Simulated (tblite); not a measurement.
A geometry optimisation, step by step.

Compound: C4H10B2OSi.
Numbering: `[BH2:1][O:2][BH:3]/[CH:4]=[CH:5]\[SiH2:6][CH:7]=[CH2:8]` (hydrogens: H9, H10 on B1; H11 on B3; H12 on C4; H13 on C5; H14, H15 on Si6; H16 on C7; H17, H18 on C8)

Computed with GFN2-xTB (tblite), gas phase: L-BFGS steps from a force-field or distance-geometry start until the largest atomic force falls under 0.01 eV/Å. 11 of its 235 geometries are shown.

Step 0: E = -595.0386 eV, largest atomic force 4.047 eV/Å
```
atom  x, y, z in Å  |  force x, y, z in eV/Å
B1     -2.823    1.622   -0.689   -0.902  -2.038   0.994
O2     -3.035    0.294   -0.132    3.457   2.006  -0.633
B3     -1.682   -0.208    0.202   -2.022   0.059  -0.843
C4     -0.913   -1.093   -0.849   -0.010   0.169   0.692
C5      0.319   -1.605   -0.653   -0.925   0.164  -0.657
Si6     1.377   -1.338    0.840    0.310  -0.714   0.884
C7      1.763    0.465    1.024    0.202   0.797   0.098
C8      2.397    1.140    0.068   -0.246  -0.088   0.276
H9     -2.851    2.573    0.014   -0.002  -0.250   0.000
H10    -2.712    1.760   -1.852   -0.024  -0.149   0.021
H11    -1.240    0.018    1.265   -0.113   0.049  -0.008
H12    -1.428   -1.322   -1.771   -0.024  -0.040  -0.185
H13     0.745   -2.209   -1.440    0.037  -0.111  -0.187
H14     2.643   -2.083    0.683   -0.125   0.004  -0.037
H15     0.671   -1.810    2.040    0.083  -0.049  -0.008
H16     1.459    0.973    1.948    0.209  -0.114  -0.487
H17     2.603    2.195    0.194    0.132  -0.115  -0.297
H18     2.696    0.638   -0.855   -0.037   0.421   0.379
```

Step 23: E = -596.0187 eV, largest atomic force 0.213 eV/Å
```
atom  x, y, z in Å  |  force x, y, z in eV/Å
B1     -2.908    1.825   -0.758    0.027  -0.183   0.105
O2     -2.353    0.720   -0.304    0.020   0.071  -0.015
B3     -1.593   -0.250    0.201   -0.043  -0.003  -0.043
C4     -0.937   -1.272   -0.782    0.028   0.025   0.002
C5      0.326   -1.688   -0.635    0.021  -0.060   0.009
Si6     1.410   -1.397    0.878    0.075  -0.001   0.092
C7      1.790    0.447    1.019    0.005  -0.010  -0.011
C8      2.392    1.158    0.077   -0.014   0.003   0.044
H9     -3.256    2.669   -0.007   -0.045   0.086   0.052
H10    -3.067    1.966   -1.922   -0.018   0.024  -0.071
H11    -1.345   -0.288    1.363   -0.070   0.040  -0.042
H12    -1.459   -1.524   -1.702    0.047   0.077  -0.023
H13     0.799   -2.226   -1.450   -0.067  -0.144  -0.026
H14     2.650   -2.172    0.676   -0.057   0.063   0.005
H15     0.760   -1.847    2.118    0.036  -0.012  -0.051
H16     1.474    0.958    1.923    0.048  -0.022  -0.030
H17     2.588    2.214    0.191    0.001   0.012  -0.063
H18     2.720    0.713   -0.851    0.005   0.035   0.067
```

Step 47: E = -596.4828 eV, largest atomic force 0.463 eV/Å
```
atom  x, y, z in Å  |  force x, y, z in eV/Å
B1     -2.984    1.909   -0.723   -0.088   0.417  -0.180
O2     -2.226    0.896   -0.447   -0.002   0.186   0.031
B3     -1.601   -0.136    0.045   -0.241  -0.245  -0.252
C4     -0.694   -1.079   -0.814    0.004  -0.168  -0.110
C5      0.399   -1.781   -0.512    0.024   0.074  -0.148
Si6     1.539   -1.464    0.951   -0.152  -0.093  -0.156
C7      1.799    0.400    1.008    0.034   0.022   0.148
C8      2.367    1.150    0.079    0.121  -0.015  -0.025
H9     -2.839    2.960   -0.166    0.116  -0.273  -0.250
H10    -3.818    1.803   -1.572    0.081  -0.061   0.327
H11    -2.005   -0.538    1.070    0.030  -0.149   0.394
H12    -1.152   -1.349   -1.766   -0.134   0.214  -0.036
H13     0.705   -2.505   -1.264    0.199  -0.059   0.178
H14     2.804   -2.154    0.663    0.050  -0.019   0.060
H15     0.976   -1.928    2.234    0.054   0.050  -0.127
H16     1.453    0.878    1.910    0.016   0.208   0.181
H17     2.554    2.208    0.188   -0.180   0.064   0.072
H18     2.716    0.738   -0.850    0.069  -0.153  -0.106
```

Step 70: E = -596.7299 eV, largest atomic force 0.083 eV/Å
```
atom  x, y, z in Å  |  force x, y, z in eV/Å
B1     -2.873    1.811   -0.754    0.019   0.039   0.055
O2     -2.330    0.738   -0.276    0.020  -0.025  -0.043
B3     -1.677   -0.305    0.150   -0.016  -0.023   0.010
C4     -0.826   -1.157   -0.860    0.037   0.009  -0.018
C5      0.388   -1.665   -0.637    0.020   0.064  -0.019
Si6     1.424   -1.397    0.918   -0.060   0.021  -0.001
C7      1.772    0.456    1.077    0.010  -0.004  -0.033
C8      2.360    1.154    0.118    0.016   0.011  -0.010
H9     -2.266    2.824   -0.716   -0.013   0.033  -0.026
H10    -3.965    1.778   -1.201   -0.002  -0.038   0.001
H11    -1.766   -0.609    1.287    0.030   0.012   0.039
H12    -1.266   -1.304   -1.845   -0.010  -0.031  -0.020
H13     0.873   -2.203   -1.449   -0.025  -0.026   0.044
H14     2.690   -2.127    0.727   -0.018   0.011   0.023
H15     0.750   -1.870    2.131   -0.003  -0.012   0.004
H16     1.466    0.984    1.972   -0.010  -0.082   0.001
H17     2.550    2.215    0.191   -0.005   0.012   0.007
H18     2.687    0.684   -0.797    0.010   0.027  -0.014
```

Step 94: E = -596.7413 eV, largest atomic force 0.043 eV/Å
```
atom  x, y, z in Å  |  force x, y, z in eV/Å
B1     -2.875    1.824   -0.747   -0.019  -0.006   0.036
O2     -2.269    0.772   -0.297    0.004   0.029  -0.031
B3     -1.617   -0.274    0.123   -0.022   0.026   0.021
C4     -0.820   -1.175   -0.886   -0.025   0.004   0.008
C5      0.385   -1.698   -0.655    0.006  -0.007  -0.006
Si6     1.409   -1.399    0.899   -0.020  -0.017   0.002
C7      1.772    0.448    1.064    0.003  -0.015   0.008
C8      2.356    1.184    0.132    0.002   0.006  -0.003
H9     -2.313    2.864   -0.767    0.007  -0.034  -0.011
H10    -3.994    1.735   -1.115    0.000   0.003  -0.009
H11    -1.654   -0.543    1.274    0.013   0.023  -0.008
H12    -1.286   -1.367   -1.851   -0.005   0.007  -0.009
H13     0.840   -2.301   -1.435    0.036  -0.008   0.003
H14     2.659   -2.160    0.756    0.026   0.011   0.000
H15     0.705   -1.846    2.108    0.005  -0.015   0.005
H16     1.472    0.939    1.982   -0.006  -0.014   0.002
H17     2.538    2.242    0.254    0.004   0.015  -0.005
H18     2.684    0.762   -0.804   -0.009  -0.007  -0.001
```

Step 117: E = -596.7524 eV, largest atomic force 0.066 eV/Å
```
atom  x, y, z in Å  |  force x, y, z in eV/Å
B1     -2.955    1.837   -0.791    0.001  -0.013  -0.020
O2     -2.261    0.818   -0.398    0.026   0.012   0.018
B3     -1.488   -0.127    0.055    0.001  -0.005   0.003
C4     -0.793   -1.158   -0.902    0.016   0.031  -0.014
C5      0.377   -1.749   -0.642   -0.019  -0.012   0.003
Si6     1.437   -1.456    0.891   -0.002  -0.019  -0.006
C7      1.758    0.391    1.125   -0.037   0.002  -0.021
C8      2.275    1.177    0.194    0.048  -0.005   0.012
H9     -2.404    2.856   -1.022   -0.002   0.022  -0.016
H10    -4.125    1.744   -0.912   -0.005  -0.028  -0.009
H11    -1.319   -0.203    1.222   -0.008   0.010   0.043
H12    -1.282   -1.385   -1.847    0.000   0.009   0.014
H13     0.776   -2.442   -1.376    0.018   0.001  -0.021
H14     2.717   -2.158    0.709    0.016  -0.003  -0.044
H15     0.778   -1.999    2.082   -0.025  -0.001   0.061
H16     1.479    0.835    2.073    0.016  -0.001  -0.005
H17     2.443    2.234    0.342   -0.023  -0.007   0.010
H18     2.577    0.791   -0.767   -0.021   0.008  -0.006
```

Step 140: E = -596.7658 eV, largest atomic force 0.040 eV/Å
```
atom  x, y, z in Å  |  force x, y, z in eV/Å
B1     -2.981    1.820   -0.873   -0.004   0.016   0.001
O2     -2.186    0.922   -0.387    0.004  -0.024   0.006
B3     -1.382    0.012    0.085   -0.007   0.012   0.013
C4     -0.766   -1.073   -0.865    0.033  -0.022   0.002
C5      0.352   -1.763   -0.618   -0.008   0.015   0.001
Si6     1.469   -1.524    0.886    0.005   0.001  -0.013
C7      1.754    0.322    1.166   -0.005   0.002  -0.003
C8      2.203    1.149    0.236    0.019  -0.012   0.018
H9     -2.541    2.848   -1.256   -0.005  -0.017  -0.001
H10    -4.142    1.602   -0.920    0.000   0.008  -0.010
H11    -1.144    0.008    1.242   -0.018   0.014  -0.009
H12    -1.289   -1.265   -1.800    0.001  -0.010  -0.002
H13     0.682   -2.491   -1.353   -0.008   0.015   0.021
H14     2.756   -2.179    0.596   -0.015  -0.009  -0.004
H15     0.884   -2.117    2.096   -0.002  -0.001  -0.016
H16     1.514    0.729    2.140    0.027   0.000   0.008
H17     2.350    2.205    0.410   -0.015  -0.007  -0.003
H18     2.457    0.800   -0.753   -0.002   0.020  -0.008
```

Step 164: E = -596.7725 eV, largest atomic force 0.081 eV/Å
```
atom  x, y, z in Å  |  force x, y, z in eV/Å
B1     -3.032    1.793   -0.966    0.047  -0.062   0.021
O2     -2.208    0.957   -0.419    0.010  -0.041   0.010
B3     -1.364    0.099    0.085    0.016   0.009   0.002
C4     -0.776   -1.037   -0.827   -0.049   0.031   0.010
C5      0.337   -1.740   -0.602   -0.037   0.011   0.000
Si6     1.508   -1.552    0.866   -0.069   0.007   0.005
C7      1.862    0.265    1.224    0.019   0.049   0.014
C8      2.169    1.162    0.300    0.013  -0.010  -0.010
H9     -2.612    2.785   -1.449   -0.025   0.024  -0.012
H10    -4.188    1.549   -0.972    0.006   0.026   0.001
H11    -1.073    0.187    1.226   -0.008  -0.003  -0.020
H12    -1.340   -1.255   -1.734    0.040   0.004  -0.009
H13     0.614   -2.495   -1.333    0.026  -0.015   0.009
H14     2.759   -2.245    0.522    0.026  -0.015  -0.005
H15     0.927   -2.161    2.070    0.001  -0.019   0.001
H16     1.799    0.594    2.256    0.006  -0.009  -0.071
H17     2.351    2.201    0.533    0.014   0.009   0.000
H18     2.256    0.899   -0.744   -0.036   0.004   0.054
```

Step 187: E = -596.7800 eV, largest atomic force 0.060 eV/Å
```
atom  x, y, z in Å  |  force x, y, z in eV/Å
B1     -3.067    1.761   -1.020    0.025   0.037   0.022
O2     -2.210    0.975   -0.454   -0.022  -0.028   0.008
B3     -1.333    0.151    0.048    0.001  -0.015  -0.014
C4     -0.772   -1.010   -0.844   -0.018   0.005   0.009
C5      0.324   -1.730   -0.594    0.006  -0.020  -0.015
Si6     1.490   -1.560    0.876    0.044  -0.007  -0.007
C7      1.969    0.225    1.252    0.009   0.019  -0.026
C8      2.117    1.189    0.356   -0.033  -0.022   0.045
H9     -2.682    2.719   -1.593   -0.012   0.024  -0.008
H10    -4.221    1.524   -0.947   -0.001  -0.022  -0.008
H11    -0.990    0.285    1.169   -0.004   0.024  -0.003
H12    -1.328   -1.236   -1.754    0.009   0.014   0.003
H13     0.592   -2.510   -1.301    0.019  -0.010  -0.037
H14     2.720   -2.305    0.542   -0.045   0.011   0.019
H15     0.875   -2.153    2.071   -0.003  -0.004   0.033
H16     2.160    0.469    2.291    0.028  -0.004   0.025
H17     2.416    2.190    0.629   -0.012   0.008  -0.028
H18     1.932    1.023   -0.693    0.010  -0.010  -0.016
```

Step 211: E = -596.8102 eV, largest atomic force 0.025 eV/Å
```
atom  x, y, z in Å  |  force x, y, z in eV/Å
B1     -3.096    1.744   -0.993   -0.007   0.002  -0.006
O2     -2.234    0.929   -0.477    0.014  -0.009   0.006
B3     -1.348    0.108    0.014    0.003  -0.007  -0.002
C4     -0.666   -0.954   -0.917    0.016   0.000   0.003
C5      0.420   -1.671   -0.613   -0.003   0.000   0.005
Si6     1.421   -1.557    0.979   -0.010  -0.005  -0.009
C7      2.169    0.164    1.177    0.003   0.003  -0.002
C8      1.980    1.176    0.345   -0.003  -0.010   0.000
H9     -2.731    2.780   -1.429   -0.012  -0.009  -0.003
H10    -4.238    1.443   -1.019    0.004   0.012  -0.002
H11    -1.078    0.180    1.161   -0.006   0.002  -0.008
H12    -1.114   -1.103   -1.899   -0.004  -0.003   0.003
H13     0.795   -2.370   -1.356   -0.009   0.016   0.012
H14     2.518   -2.536    0.886    0.004   0.000  -0.004
H15     0.610   -1.874    2.163   -0.002  -0.003   0.000
H16     2.798    0.324    2.046   -0.002   0.003  -0.017
H17     2.421    2.150    0.499    0.006   0.004   0.000
H18     1.363    1.075   -0.534    0.006   0.005   0.024
```

Step 234: E = -596.8131 eV, largest atomic force 0.008 eV/Å
```
atom  x, y, z in Å  |  force x, y, z in eV/Å
B1     -3.129    1.717   -1.046   -0.001  -0.002   0.005
O2     -2.255    0.932   -0.504    0.003   0.003  -0.006
B3     -1.353    0.134   -0.001    0.000  -0.002   0.004
C4     -0.669   -0.937   -0.917    0.003  -0.004  -0.001
C5      0.413   -1.658   -0.605    0.000   0.007  -0.003
Si6     1.415   -1.556    0.987   -0.004   0.001   0.000
C7      2.252    0.127    1.158    0.002  -0.001  -0.002
C8      1.980    1.195    0.425    0.002   0.000   0.006
H9     -2.779    2.740   -1.523   -0.003  -0.003   0.001
H10    -4.268    1.404   -1.054    0.001   0.002  -0.002
H11    -1.076    0.236    1.142    0.001   0.002   0.001
H12    -1.113   -1.092   -1.899   -0.001   0.000  -0.001
H13     0.785   -2.361   -1.345    0.002   0.000   0.003
H14     2.471   -2.580    0.907   -0.003  -0.002   0.000
H15     0.589   -1.821    2.173    0.006   0.003  -0.001
H16     3.015    0.213    1.924   -0.004   0.000  -0.001
H17     2.482    2.142    0.562    0.000  -0.004   0.001
H18     1.230    1.170   -0.350   -0.003  -0.001  -0.004
```

Q: Summarise the path.

A: The energy falls by 1.7745 eV from step 0 to step 234; nine tenths of that is first reached at step 53. It rises by more than 0.2 meV at steps 43 and 192. The largest force goes from 4.047 to 0.008 eV/Å. Among the bonds O2–B3 changes most, from 1.482 to 1.304 Å; the atoms move by 0.896 Å rms after alignment.

Q: Follow the three bonds and two angles with the largest change from start to end.

A: 
| step | E above end (eV) | largest force (eV/Å) | O2–B3 (Å) | B1–O2 (Å) | Si6–C7 (Å) | B1–O2–B3 (°) | Si6–C7–C8 (°) |
| --- | --- | --- | --- | --- | --- | --- | --- |
| 0 | 1.7745 | 4.047 | 1.482 | 1.455 | 1.852 | 105.2 | 121.5 |
| 10 | 0.9923 | 0.608 | 1.331 | 1.315 | 1.906 | 142.8 | 124.1 |
| 20 | 0.8081 | 0.320 | 1.329 | 1.310 | 1.884 | 168.1 | 124.4 |
| 31 | 0.7596 | 0.180 | 1.330 | 1.315 | 1.890 | 176.0 | 124.0 |
| 41 | 0.5802 | 0.458 | 1.314 | 1.307 | 1.877 | 170.0 | 125.7 |
| 51 | 0.1943 | 0.350 | 1.307 | 1.299 | 1.891 | 171.3 | 124.8 |
| 61 | 0.1041 | 0.191 | 1.303 | 1.296 | 1.888 | 176.2 | 123.4 |
| 71 | 0.0822 | 0.080 | 1.302 | 1.294 | 1.891 | 174.6 | 122.5 |
| 81 | 0.0759 | 0.059 | 1.302 | 1.294 | 1.890 | 176.7 | 124.0 |
| 92 | 0.0725 | 0.037 | 1.302 | 1.295 | 1.890 | 177.6 | 124.5 |
| 102 | 0.0693 | 0.076 | 1.302 | 1.294 | 1.890 | 177.3 | 125.1 |
| 112 | 0.0641 | 0.048 | 1.302 | 1.294 | 1.890 | 175.1 | 125.0 |
| 122 | 0.0571 | 0.062 | 1.303 | 1.294 | 1.892 | 175.6 | 124.0 |
| 132 | 0.0496 | 0.070 | 1.303 | 1.294 | 1.887 | 179.0 | 123.3 |
| 142 | 0.0468 | 0.031 | 1.303 | 1.293 | 1.888 | 178.6 | 123.9 |
| 153 | 0.0445 | 0.029 | 1.303 | 1.294 | 1.888 | 177.9 | 124.6 |
| 163 | 0.0413 | 0.081 | 1.304 | 1.294 | 1.885 | 177.9 | 124.2 |
| 173 | 0.0375 | 0.039 | 1.304 | 1.295 | 1.887 | 177.0 | 124.8 |
| 183 | 0.0355 | 0.048 | 1.304 | 1.294 | 1.887 | 176.8 | 125.7 |
| 193 | 0.0250 | 0.138 | 1.304 | 1.293 | 1.886 | 178.4 | 125.7 |
| 203 | 0.0136 | 0.191 | 1.301 | 1.293 | 1.889 | 178.3 | 125.2 |
| 214 | 0.0028 | 0.029 | 1.304 | 1.294 | 1.887 | 178.4 | 125.1 |
| 224 | 0.0011 | 0.044 | 1.304 | 1.294 | 1.886 | 178.1 | 125.3 |
| 234 | 0.0000 | 0.008 | 1.304 | 1.294 | 1.887 | 177.9 | 125.3 |

The cost below is that of the whole relaxation. Hardware: one thread, Arm Neoverse N1 (aarch64), no GPU, shared host. Cost: 2.9 s.
